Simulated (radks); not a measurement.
Sm V, 58 electrons, occupied as [Kr] 4d10 4f5 5s2 5p5 (not the ground configuration). All-electron calculation, scalar-relativistic Kohn-Sham, PBEsol, spin-unpolarised, spherical densities, finite nucleus; Fermi nuclear charge, rms radius 5.0819 fm. Program: a radial shooting solver on a logarithmic mesh with Libxc functionals.

Normalised radial functions P(r) = r R(r), r in bohr:

| r | 4f |
|---|---|
| 0.002442 | 0.0000 |
| 0.00323 | 0.0000 |
| 0.00424 | 0.0000 |
| 0.00561 | 0.0000 |
| 0.007423 | 0.0000 |
| 0.009744 | 0.0000 |
| 0.01289 | 0.0001 |
| 0.01692 | 0.0002 |
| 0.02239 | 0.0005 |
| 0.02939 | 0.0013 |
| 0.03889 | 0.0034 |
| 0.05145 | 0.0086 |
| 0.06753 | 0.0205 |
| 0.08936 | 0.0474 |
| 0.1173 | 0.1001 |
| 0.1552 | 0.1989 |
| 0.2037 | 0.3534 |
| 0.2695 | 0.5713 |
| 0.3566 | 0.8126 |
| 0.4681 | 0.9994 |
| 0.6193 | 1.0642 |
| 0.8129 | 0.9789 |
| 1.076 | 0.7796 |
| 1.412 | 0.5434 |
| 1.868 | 0.3148 |
| 2.472 | 0.1439 |
| 3.244 | 0.0498 |
| 4.293 | 0.0108 |

4f: eigenvalue -47.179 eV, 0 radial nodes, <r> = 0.883 bohr, 90 % of the charge inside 1.49 bohr.
